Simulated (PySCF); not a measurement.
An unknown is described by computed data only.

Formula: C2H7ClGe3.

| Quantity | Value |
| --- | --- |
| Rotational structure | rotational constants A, B, C: 1.113, 0.569, 0.410 GHz [PBE0-D3(BJ)/def2-SVP] |
| NMR, other nuclei | isotropic shieldings of nuclei other than C and H, by class: 1033 (1 Cl), 1377 (1 Ge), 1596 (1 Ge), 1649 (1 Ge) ppm [GIAO PBE0/pcSseg-1] |
| 13C NMR | chemical shifts (computed TMS as zero) by class: 108.4 (1 C), 81.6 (1 C) ppm [GIAO PBE0/pcSseg-1] |
| Dipole | 1.93 D [wB97X-D/def2-SVPD] |
| 1H NMR | chemical shifts (computed TMS as zero) by class: 5.61 (2 H), 4.52 (2 H), 3.71 (2 H), 2.31 (1 H) ppm [GIAO PBE0/pcSseg-1] |
| Valence photoelectron | vertical ionisation energy: 9.47 eV [ΔSCF wB97X-D/def2-SVPD] |
| UV, strongest line | among the 10 lowest singlet transitions: S5 at 6.66 eV (186 nm, f = 0.333) [TDDFT wB97X-D/def2-SVPD] |
| UV, first state | lowest singlet excitation: 6.00 eV (207 nm, f = 0.005) [TDDFT wB97X-D/def2-SVPD] |
| Triplet | lowest triplet excitation (Tamm–Dancoff): 5.00 eV [TDA wB97X-D/def2-SVPD] |
| Polarisability | 132.4 au [wB97X-D/def2-SVPD] |

Gas-phase values; electronic properties from PySCF, density fitting. Levels stand in brackets. Geometry: PBE0-D3(BJ)/def2-SVP, one conformer, isolated molecule. Relativistic effects, spin–orbit coupling among them, are left out although an element past zinc is present. NMR values are class means; diastereotopic atoms form classes of their own.

Question: What is the compound? Reason from the data.

Answer: Numbering: `[CH:1]#[C:2][GeH2:3][GeH2:4][GeH2:5][Cl:6]`. 2 carbons fall into 2 classes; from least to most shielded: terminal alkyne carbon [C1] (108.4 ppm), alkyne carbon [C2] (81.6 ppm). Hydrogen classes from least to most shielded: 2 H on a germanium bonded to Cl, Ge and 2 H, Ge5 (5.61 ppm), 2 H on a germanium bonded to C, Ge and 2 H, Ge3 (4.52 ppm), 2 H on a germanium bonded to 2 Ge and 2 H, Ge4 (3.71 ppm), 1 H on a terminal alkyne carbon, C1 (2.31 ppm). The other shieldings belong to: 1033 ppm, chlorine bonded to Ge [Cl6]; 1377 ppm, germanium bonded to Cl, Ge and 2 H [Ge5]; 1596 ppm, germanium bonded to C, Ge and 2 H [Ge3]; 1649 ppm, germanium bonded to 2 Ge and 2 H [Ge4]. The first electron is taken from the HOMO, whose largest Löwdin shares are 0.18 on the germanium bonded to 2 Ge and 2 H, 0.16 on the alkyne carbon, 0.15 on the terminal alkyne carbon and 0.14 on the germanium bonded to C, Ge and 2 H. The optimised geometry has point group C1 and is an asymmetric top. Structure: `C#[C][GeH2][GeH2][GeH2][Cl]`. The assignments are read from this structure; whether some other isomer fits the data as well wasn't checked. NMR values of atoms bound to Ge lack the spin–orbit term that these neighbours bring.

Shape of the structure used: `[CH:1]#[C:2][GeH2:3][GeH2:4][GeH2:5][Cl:6]`: C2–Ge3–Ge4–Ge5 55°, Ge3–Ge4–Ge5–Cl6 -61°.
